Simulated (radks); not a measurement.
All-electron atom: Kr26+ in [Ne].

Method: Dirac Kohn-Sham, LB94 model potential, spin-unpolarised, spherical densities, finite nucleus; Fermi nuclear charge, rms radius 4.1884 fm; computed with a radial shooting solver on a logarithmic mesh with Libxc functionals.

Energy parts (eV):
kinetic: 65303.760
electron-nucleus: -136482.297
Hartree: 9472.253
(The LB94 potential has no energy functional, so no total or exchange-correlation energy is given.)

Orbitals (lengths in bohr, moments of r in powers of bohr; <r^-3> diverges for s and p1/2; r(max) is where P^2 peaks; r(90%) holds 90 % of the orbital's charge):
| orbital | occ. | eigenvalue (eV) | <r^-3> | r(90%) | r(max) | <1/r> | small-component weight |
|---|---|---|---|---|---|---|---|
| 1s1/2 | 2 | -15557.66 | - | 0.0740 | 0.02706 | 36.83 | 1.71e-02 |
| 2s1/2 | 2 | -3125.623 | - | 0.277 | 0.1531 | 8.367 | 3.50e-03 |
| 2p1/2 | 2 | -2961.260 | - | 0.251 | 0.1196 | 8.348 | 3.51e-03 |
| 2p3/2 | 4 | -2904.580 | 1494 | 0.256 | 0.1229 | 8.060 | 3.43e-03 |

The highest occupied level is 2p3/2 at -2904.6 eV. The density falls to 0.001 e/bohr^3 at r = 0.64 bohr.
